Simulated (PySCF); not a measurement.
**Dipole response of Cs (caesium, neutral)**

[Xe] 6s1, 2S determinant. All numbers are calculated (PySCF 2.14, scalar relativity by spin-free X2C-1e, in aug-cc-pVTZ-X2C (9s8p6d3f, 84 functions)). Coupled (time-dependent) response in atomic units; α is the mean over directions.

```csv
method,mean α (bohr³),C₆ (like pair),S(−4)
UHF,660.7,13990,389500
PBE,464.0,8406,191300
PBE0,516.5,9804,237000
M06-2X,507.1,9669,222100
```

S(−4) is the Cauchy moment in α(ω) = α(0) + S(−4) ω² + …

Reference α: 400.9 ± 0.7 bohr³ (recommended; Schwerdtfeger and Nagle, table of static dipole polarizabilities (2023 update)). Published C₆: 6660 (Gould and Bucko (2016)).

Hartree-Fock lies above the reference because it lacks correlation, which contracts the outer shell.

α(iu) at M06-2X:

```json
{"u (hartree)": "0", "α(iu) (bohr³)": "507.1"}
{"u (hartree)": "0.0500", "α(iu) (bohr³)": "246.5"}
{"u (hartree)": "0.100", "α(iu) (bohr³)": "104.6"}
{"u (hartree)": "0.200", "α(iu) (bohr³)": "40.20"}
{"u (hartree)": "0.300", "α(iu) (bohr³)": "24.75"}
{"u (hartree)": "0.500", "α(iu) (bohr³)": "14.27"}
{"u (hartree)": "0.750", "α(iu) (bohr³)": "8.948"}
{"u (hartree)": "1.00", "α(iu) (bohr³)": "6.138"}
{"u (hartree)": "1.50", "α(iu) (bohr³)": "3.383"}
{"u (hartree)": "2.00", "α(iu) (bohr³)": "2.148"}
{"u (hartree)": "3.00", "α(iu) (bohr³)": "1.108"}
{"u (hartree)": "5.00", "α(iu) (bohr³)": "0.4639"}
```

A single London oscillator, α(iu) = α/(1 + u²/ω²), gives C₆ = (3/4) ω α². Matching the computed C₆ needs ω = 4 × 9669 / (3 × 507.1²) = 0.0501 hartree.

Spin-orbit coupling, which splits the p, d and f shells strongly at this Z, is absent.
